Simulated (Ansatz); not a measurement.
A nudged elastic band was laid between two geometries of BClFH2N + H2S (9 atoms, charge 0, multiplicity 1).

All numbers below come from Ansatz, RKS PBE0/6-31G*.

* movable images: 5
* climbing image: yes
* spring: 5.0 eV/Å²
* optimiser: quadratic models (default)
* start path: through a guess of the saddle point
* force threshold: 0.05 eV/Å
* iteration limit: 60
* end points: relaxed

Initial state:

```xyz
9
Properties=species:S:1:pos:R:3
B 0.417 -0.119 -0.389
F 0.527 0.083 0.925
N 1.443 -0.721 -1.106
H 2.298 -1.020 -0.661
H 1.398 -0.888 -2.098
Cl -1.073 0.406 -1.191
S -1.201 3.069 2.143
H -1.925 2.881 1.025
H -0.539 1.911 1.981
```

Final state:

```xyz
9
Properties=species:S:1:pos:R:3
B -0.272 0.731 -0.732
F 1.448 0.305 2.158
N 0.841 -0.087 -0.643
H 1.081 -0.757 -1.357
H 1.414 -0.109 0.194
Cl -1.396 0.602 -2.096
S -0.532 2.002 0.580
H -1.854 2.168 0.417
H 0.615 0.746 2.108
```

(1) What changes between the two ends?

(2) What energy profile does the band end with?

The band took 60 iterations and about 22 core-minutes.

Results:

(1) Bonds broken: B1–F2, S7–H9. Bonds formed: B1–S7, F2–H9. BClFH2N + H2S becomes BClH3NS + FH.

(2) The run ended unconverged. The highest image is number 3 of 0 to 6, 1.82 eV above the first end and 1.03 eV above the last; the last end lies 0.79 eV above the first. The band didn't meet its force threshold, so its energies are provisional: the largest band force was still 0.27 eV/Å, and over the last iterations the top moved between 1.82 and 1.84 eV. Neighbouring images lie up to 1.8 Å apart, so the band is torn or far too coarse. The orbitals stay closed-shell, which can raise the energy where a bond breaks towards radicals; this wasn't checked here.

```csv
image,path coordinate (Å),energy (eV),B1–F2 (Å),S7–H9 (Å),B1–S7 (Å)
0,0.00,0.00,1.33,1.34,4.38
1,1.76,0.01,1.33,1.34,3.86
2,3.52,0.72,1.34,1.35,2.83
3,5.29,1.82,1.60,1.58,2.07
4,6.57,0.95,2.97,2.30,1.84
5,7.86,0.91,3.22,2.28,1.84
6,9.14,0.79,3.39,2.29,1.85
```

Time of the run: 11 min on 2 threads of Arm Neoverse V1 (shared host), peak memory 0.21 GiB.
